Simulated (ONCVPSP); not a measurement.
copper (Cu): variants of one ONCV potential

Base potential:

```json
{"Element": "copper", "Generator": "ONCVPSP 4.0.1", "Type": "optimised norm-conserving Vanderbilt (ONCV)", "Functional": "LDA (Perdew-Wang 92)", "Relativity": "fully relativistic", "Frozen core": "[Ne]", "Valence charge": "19", "Reference configuration": "3s2 3p6 3d10 4s1", "Partial waves": "3s+4s: rc 1.40 bohr, ncon 4, nbas 7, qcut 9.7 1/bohr, 3 projectors, debl 1.6 Ha; 3p: rc 1.20 bohr, ncon 3, nbas 8, qcut 11 1/bohr, 3 projectors, debl 0.6 Ha; 3d: rc 1.15 bohr, ncon 3, nbas 7, qcut 16.2 1/bohr, 3 projectors, debl 3.6 Ha", "Local potential": "polynomial inside 1.00 bohr (lpopt 3, dvloc0 2 Ha)", "Core correction": "Teter function fitted to the true core (icmod 2), fcfact 0.6"}
```

Open shells are filled in proportion to 2j + 1.

In the p channel the program set the typed energies aside and used -2.615, 0.250, 0.850 Ha (j = l + 1/2; the other j can differ).

All-electron outer shells of the reference configuration (LDA (PZ), scalar-relativistic, ld1.x):

```
shell  level (eV)  outermost node (bohr)  outermost maximum (bohr)
   2p     -916.44                      –                      0.16
   3s     -114.15                   0.29                      0.61
   3p      -72.03                   0.26                      0.62
   3d       -5.32                      –                      0.60
   4s       -4.87                   0.89                      2.24
```

Cutoffs, loose and tight: the cutoffs (Ha) at which the residual kinetic energy of the hardest occupied pseudo-wave falls to 1 and 0.1 mHa per electron. They do not see the model core or the augmentation charge, which bear on the density cutoff. Test errors are all-electron minus pseudo excitation energies from the reference, over the configurations 3s2 3p6 3d10 4s0; 3s2 3p6 3d9 4s0; 3s2 3p6 3d8 4s0; 3s2 3p6 3d9 4s1. A dash means not determined; rows that change the core or the reference have their own tests. The largest error is taken over the tests solved by every variant that gives reliable tests at all: 3s2 3p6 3d10 4s0; 3s2 3p6 3d9 4s0; 3s2 3p6 3d9 4s1.

| change | outcome | cutoff, loose | cutoff, tight | bound ghosts | GHOST(+) flags above zero | largest test error (meV) |
| --- | --- | --- | --- | --- | --- | --- |
| base | generated, projector energies reset by the program | 88 Ha | 100 Ha | none | none | +3.1 |
| local potential polynomial inside 1.00 bohr (lpopt 3, dvloc0 -2.5 Ha) | generated, projector energies reset by the program | 88 Ha | 100 Ha | none | none | +2.9 |
| local potential polynomial inside 1.00 bohr (lpopt 3, dvloc0 0.5 Ha) | generated, projector energies reset by the program | 88 Ha | 100 Ha | none | none | +3.0 |
| local potential polynomial inside 1.00 bohr (lpopt 3, dvloc0 1.5 Ha) | generated, projector energies reset by the program | 88 Ha | 100 Ha | none | none | +3.1 |
| local potential polynomial inside 1.00 bohr (lpopt 3, dvloc0 3.5 Ha) | generated, projector energies reset by the program | 88 Ha | 100 Ha | none | none | +3.1 |
| local potential polynomial inside 1.00 bohr (lpopt 3, dvloc0 5.5 Ha) | generated, projector energies reset by the program | 88 Ha | 100 Ha | none | none | +3.1 |
| local potential polynomial inside 1.00 bohr (lpopt 3, dvloc0 7 Ha) | generated, projector energies reset by the program | 88 Ha | 100 Ha | none | none | +3.2 |
| local potential polynomial inside 1.00 bohr (lpopt 3, dvloc0 9.5 Ha) | generated, projector energies reset by the program | 88 Ha | 100 Ha | none | none | +3.2 |

Reading the sweep of the dvloc0 (base included, trends over the rows without a ghost): The loose cutoff stays near 88 Ha.
